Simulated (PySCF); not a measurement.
# Deuteron quadrupole couplings in `C=C(Cl)[Si@@H]1C[C@@H]1N(C)C`

Compound: C₆H₁₂ClNSi.
Structure used (GFN2-xTB), in Å, numbered top down from 1:
```xyz
21
C6H12ClNSi angstrom
C      3.4234    1.1883    0.1242
C      2.3135    0.5558   -0.2281
Cl     1.6078    0.8523   -1.7822
Si     1.3878   -0.6803    0.8367
C      0.2542   -1.9095   -0.0274
C     -0.4979   -0.7779    0.6824
N     -1.1814    0.1492   -0.1683
C     -2.4124   -0.4068   -0.6922
C     -1.4025    1.4197    0.4839
H      3.9249    1.8916   -0.5189
H      3.8631    1.0057    1.0890
H      2.0259   -1.0089    2.1014
H      0.1084   -2.9048    0.3666
H      0.1945   -1.8815   -1.1061
H     -1.0685   -1.0925    1.5650
H     -3.1594   -0.5945    0.0965
H     -2.1947   -1.3481   -1.1932
H     -2.8374    0.2857   -1.4184
H     -2.0548    1.3371    1.3687
H     -1.8616    2.1089   -0.2239
H     -0.4417    1.8274    0.7985
```

Level: PBE0/pcSseg-1 (PySCF, non-relativistic); Q(2H) = 0.00286 b; rigid geometry, the same for H and D, with no vibrational averaging.

Problem. Rank these positions by the coupling χzz of a deuteron there, largest first.
A. H18 (methyl hydrogen)
B. H16 (methyl hydrogen)
C. H15 (methine hydrogen)
D. H10 (vinylic hydrogen)
E. H12 (Si–H hydrogen)

Solution. D (225 kHz), A (207 kHz), C (201 kHz), B (191 kHz), E (115 kHz).

Problem. Tabulate Vzz, the asymmetry η and χzz = 234.96 MHz × Q × Vzz for every hydrogen position.

Solution. 
```
atom  bonded to  bond length (Å)  Vzz (au)     η  χzz (kHz)
 H10         C1            1.077    0.3345  0.05        225
 H11         C1            1.076    0.3374  0.06        227
 H12        Si4            1.454    0.1704  0.08        115
 H13         C5            1.080    0.3370  0.07        226
 H14         C5            1.081    0.3340  0.06        224
 H15         C6            1.097    0.2993  0.12        201
 H16         C8            1.102    0.2843  0.06        191
 H17         C8            1.088    0.3096  0.05        208
 H18         C8            1.090    0.3079  0.05        207
 H19         C9            1.102    0.2848  0.06        191
 H20         C9            1.089    0.3082  0.06        207
 H21         C9            1.090    0.3065  0.06        206
```

Problem. Average by the element that carries the hydrogen.

Solution. on C: 210 kHz over 11 positions, mean bond length 1.088 Å; on Si: 115 kHz over 1 position, mean bond length 1.454 Å.

Problem. How does χzz go with the bond length over the 11 C–H bonds?

Solution. A straight-line fit has a slope of -14.0 kHz for each 0.01 Å, with a correlation coefficient of -0.98, over lengths from 1.076 to 1.102 Å. The longer bonds have the smaller couplings here.

The structure is a single GFN2-xTB conformer in the gas phase; no vibrational or solvent corrections. GFN2-xTB bond lengths can be off by several hundredths of an ångström, more for odd bonds, and the gradients follow them. These gradients aren't converged with respect to the basis.
